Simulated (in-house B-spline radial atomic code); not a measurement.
Inner levels of ytterbium as electrons are removed. A shift is the extra binding of the orbital against the neutral atom ([Xe] 4f14 6s2). The density at the nucleus is averaged over the nuclear charge. Computed with a radial B-spline atomic code at the basis-set limit: Dirac-Hartree-Fock, average of the configuration, finite nuclei.

```
  ion      configuration  shift of 3p3/2 (eV)  shift of 3d5/2 (eV)  shift of 3s1/2 (eV)  radius of 3p3/2 (bohr)  radius of 3d5/2 (bohr)  radius of 3s1/2 (bohr)  Σ<r²> (bohr²)  change of density at nucleus (bohr⁻³)
Yb26+           [Kr] 4d8               874.72               875.46               876.39                 0.21837                  0.1965                 0.21483          5.091                                  188.7
Yb27+           [Kr] 4d7               930.85               932.13               932.68                 0.21812                 0.19625                 0.21465         4.7598                                 348.25
Yb28+           [Kr] 4d6               987.88               989.75               989.89                 0.21786                 0.19599                 0.21447         4.4398                                 512.91
Yb29+           [Kr] 4d5                    ?                    ?                    ?                       ?                       ?                       ?              ?                                      ?
Yb30+           [Kr] 4d4              1104.65               1107.8              1107.02                 0.21732                 0.19544                 0.21407         3.8311                                 857.51
Yb31+           [Kr] 4d3              1164.38              1168.23              1166.94                 0.21703                 0.19515                 0.21386         3.5416                                1037.47
Yb32+           [Kr] 4d2                    ?                    ?                    ?                       ?                       ?                       ?              ?                                      ?
Yb33+           [Kr] 4d1                    ?                    ?                    ?                       ?                       ?                       ?              ?                                      ?
Yb34+  [Ar] 3d10 4s2 4p6              1348.89              1355.08              1352.03                 0.21611                 0.19421                 0.21319          2.727                                1607.99
Yb35+  [Ar] 3d10 4s2 4p5              1411.21              1418.97              1414.83                 0.21613                 0.19389                 0.21298         2.4751                                1766.84
Yb36+  [Ar] 3d10 4s2 4p4              1474.19              1483.57               1478.3                 0.21586                 0.19357                 0.21276         2.2291                                1928.24
Yb37+  [Ar] 3d10 4s2 4p3              1537.84              1548.86              1542.44                 0.21559                 0.19324                 0.21254         1.9889                                2092.08
Yb38+  [Ar] 3d10 4s2 4p2              1602.14              1614.86              1607.24                  0.2153                  0.1929                 0.21232         1.7543                                2258.39
Yb39+  [Ar] 3d10 4s2 4p1               1667.1              1681.56              1672.69                 0.21501                 0.19256                 0.21208         1.5251                                2427.13
Yb40+      [Ar] 3d10 4s2               1732.7              1748.95              1738.81                 0.21472                 0.19221                 0.21185         1.3011                                2598.27
Yb41+      [Ar] 3d10 4s1              1799.97              1817.82              1804.61                 0.21439                 0.19186                 0.21188         1.0913                               -1316.92
Yb42+          [Ar] 3d10              1867.85              1887.33              1870.98                 0.21406                  0.1915                 0.21171        0.88588                               -5342.32
Yb43+           [Ar] 3d9              1975.99              2006.13              1980.74                 0.21273                 0.18986                 0.21064        0.83216                               -4891.36
Yb44+           [Ar] 3d8              2085.39              2126.49               2091.7                 0.21141                 0.18825                 0.20958         0.7802                               -4429.81
Yb45+           [Ar] 3d7              2196.04              2248.39              2203.86                 0.21011                 0.18666                 0.20852        0.72991                               -3957.68
Yb46+           [Ar] 3d6              2307.95              2371.84              2317.19                 0.20881                 0.18511                 0.20747        0.68124                               -3474.92
Yb47+           [Ar] 3d5               2421.1              2496.84              2431.72                 0.20753                 0.18359                 0.20642        0.63411                               -2981.52
Yb48+           [Ar] 3d4               2535.5              2623.38              2547.42                 0.20625                  0.1821                 0.20538        0.58846                               -2477.43
Yb49+           [Ar] 3d3              2651.15              2751.47               2664.3                 0.20499                 0.18063                 0.20435        0.54424                               -1962.63
```

Q: Fill in the row of Yb29+.

A: shift of 3p3/2 (eV): 1045.82; shift of 3d5/2 (eV): 1048.31; shift of 3s1/2 (eV): 1048; radius of 3p3/2 (bohr): 0.2176; radius of 3d5/2 (bohr): 0.19572; radius of 3s1/2 (bohr): 0.21427; Σ<r²> (bohr²): 4.1304; change of density at nucleus (bohr⁻³): 682.65.

Q: Fill in the row of Yb32+.

A: shift of 3p3/2 (eV): 1225; shift of 3d5/2 (eV): 1229.59; shift of 3s1/2 (eV): 1227.75; radius of 3p3/2 (bohr): 0.21674; radius of 3d5/2 (bohr): 0.19484; radius of 3s1/2 (bohr): 0.21365; Σ<r²> (bohr²): 3.2613; change of density at nucleus (bohr⁻³): 1222.53.

Q: Fill in the row of Yb33+.

A: shift of 3p3/2 (eV): 1286.51; shift of 3d5/2 (eV): 1291.88; shift of 3s1/2 (eV): 1289.45; radius of 3p3/2 (bohr): 0.21643; radius of 3d5/2 (bohr): 0.19453; radius of 3s1/2 (bohr): 0.21342; Σ<r²> (bohr²): 2.9899; change of density at nucleus (bohr⁻³): 1412.7.
